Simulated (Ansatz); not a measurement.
`Sc1cc2sc(-c3cc4sc(-c5cc6sc(-c7cc8sc(-c9cc%10sc(-c%11cc%12sc(S)cc%12s%11)cc%10s9)cc8s7)cc6s5)cc4s3)cc2s1`. Total charge 0; triplet. Geometry PBE-D4/def2-SVP, that of the neutral singlet; atoms count from 1.

Cartesian coordinates in Å:
```
S -10.402 15.941 -2.893
C -9.481 14.485 -2.529
C -9.582 13.264 -3.184
C -8.607 12.344 -2.714
S -8.208 10.688 -3.075
C -6.932 10.683 -1.849
C -6.152 9.490 -1.637
C -6.339 8.221 -2.190
C -5.362 7.303 -1.739
S -5.026 5.621 -2.031
C -3.643 5.659 -0.927
C -2.859 4.470 -0.708
C -1.584 4.372 -0.143
C -1.137 3.031 -0.095
S 0.316 2.236 0.446
C -0.325 0.653 -0.021
C 0.459 -0.541 0.175
C 0.253 -1.799 -0.398
C 1.218 -2.735 0.038
S 1.532 -4.417 -0.284
C 2.941 -4.405 0.788
C 3.703 -5.612 0.973
C 3.498 -6.865 0.389
C 4.457 -7.809 0.823
S 4.761 -9.492 0.497
C 6.149 -9.499 1.595
C 6.900 -10.714 1.788
C 6.644 -11.983 1.266
C 7.605 -12.931 1.695
S 7.866 -14.633 1.432
C 9.336 -14.598 2.413
S 10.227 -16.076 2.764
C 9.590 -13.339 2.943
C 8.605 -12.400 2.537
S 8.347 -10.699 2.805
C 6.358 -8.245 2.176
C 5.403 -7.299 1.738
S 5.097 -5.616 2.065
C 3.148 -3.147 1.361
C 2.175 -2.212 0.936
S 1.855 -0.532 1.262
C -1.602 0.752 -0.581
C -2.050 2.092 -0.624
S -3.501 2.886 -1.168
C -3.454 6.929 -0.373
C -4.421 7.850 -0.839
S -4.751 9.537 -0.555
C -6.827 11.916 -1.202
C -7.769 12.851 -1.699
S -8.168 14.509 -1.346
H -11.059 16.043 -1.698
H -10.340 13.066 -3.952
H -7.160 7.986 -2.881
H -1.008 5.245 0.189
H -0.549 -2.004 -1.117
H 2.683 -7.069 -0.319
H 5.787 -12.200 0.614
H 10.724 -16.291 1.507
H 10.458 -13.130 3.580
H 7.168 -8.046 2.890
H 3.971 -2.933 2.055
H -2.177 -0.120 -0.915
H -2.661 7.154 0.351
H -6.098 12.113 -0.405
```

Single mean-field runs in def2-SVP are fitted with def2-universal-jkfit. At PBE0-D4/def2-SVP a singlet of charge 0 lies 1.66 eV below the triplet at the same geometry.

**Question.** Estimate the Mulliken populations of the heavy atoms from the PBE0/def2-SVP orbitals of Ansatz.

**Answer.** 
```
atom  charge (e)  spin (α − β)
  S1        0.01          0.00
  C2       -0.28          0.03
  C3        0.06         -0.02
  C4       -0.08          0.03
  S5        0.14          0.01
  C6       -0.10         -0.04
  C7       -0.10          0.10
  C8       -0.03         -0.06
  C9       -0.06          0.09
 S10        0.15          0.01
 C11       -0.11         -0.08
 C12       -0.11          0.21
 C13       -0.01         -0.09
 C14       -0.06          0.16
 S15        0.14          0.02
 C16       -0.11          0.00
 C17       -0.10          0.24
 C18       -0.02          0.06
 C19       -0.05          0.08
 S20        0.13          0.02
 C21       -0.09          0.26
 C22       -0.10         -0.02
 C23       -0.03          0.22
 C24       -0.05         -0.07
 S25        0.14          0.00
 C26       -0.10          0.21
 C27       -0.10         -0.09
 C28       -0.03          0.14
 C29       -0.08         -0.05
 S30        0.17          0.00
 C31       -0.28          0.08
 S32        0.00          0.00
 C33        0.06         -0.05
 C34       -0.08          0.08
 S35        0.14          0.01
 C36       -0.03         -0.10
 C37       -0.05          0.16
 S38        0.13          0.02
 C39       -0.03          0.04
 C40       -0.05          0.11
 S41        0.14          0.02
 C42       -0.01          0.21
 C43       -0.06         -0.06
 S44        0.15          0.00
 C45       -0.01          0.14
 C46       -0.06         -0.05
 S47        0.15          0.00
 C48       -0.03          0.06
 C49       -0.08         -0.02
 S50        0.17          0.00
```
Mulliken values depend strongly on the basis.

**Question.** Where does the spin sit?

**Answer.** Summed by element: S 0.11, C 1.92, H -0.02, of 2 unpaired in all. Largest on single atoms: C21 0.26, C17 0.24, C23 0.22.

**Question.** And the Mayer bond orders between heavy atoms (over 0.3, the first 40 of 61)?

**Answer.** S1–C2 1.07 (1.76 Å); C2–C3 1.53 (1.39 Å); C2–S50 1.10 (1.77 Å); C3–C4 1.28 (1.42 Å); C4–S5 1.08 (1.74 Å); C4–C49 1.40 (1.41 Å); S5–C6 1.10 (1.77 Å); C6–C7 1.21 (1.44 Å); C6–C48 1.49 (1.40 Å); C7–C8 1.47 (1.40 Å); C7–S47 1.10 (1.77 Å); C8–C9 1.31 (1.41 Å); C9–S10 1.07 (1.74 Å); C9–C46 1.37 (1.41 Å); S10–C11 1.09 (1.77 Å); C11–C12 1.21 (1.44 Å); C11–C45 1.46 (1.40 Å); C12–C13 1.42 (1.40 Å); C12–S44 1.08 (1.77 Å); C13–C14 1.36 (1.41 Å); C14–S15 1.06 (1.74 Å); C14–C43 1.31 (1.41 Å); S15–C16 1.06 (1.77 Å); C16–C17 1.33 (1.44 Å); C16–C42 1.34 (1.40 Å); C17–C18 1.29 (1.40 Å); C17–S41 1.05 (1.77 Å); C18–C19 1.45 (1.41 Å); C19–S20 1.05 (1.74 Å); C19–C40 1.25 (1.41 Å); S20–C21 1.05 (1.77 Å); C21–C22 1.36 (1.44 Å); C21–C39 1.28 (1.40 Å); C22–C23 1.33 (1.40 Å); C22–S38 1.06 (1.77 Å); C23–C24 1.38 (1.41 Å); C24–S25 1.07 (1.74 Å); C24–C37 1.33 (1.41 Å); S25–C26 1.08 (1.77 Å); C26–C27 1.24 (1.44 Å).
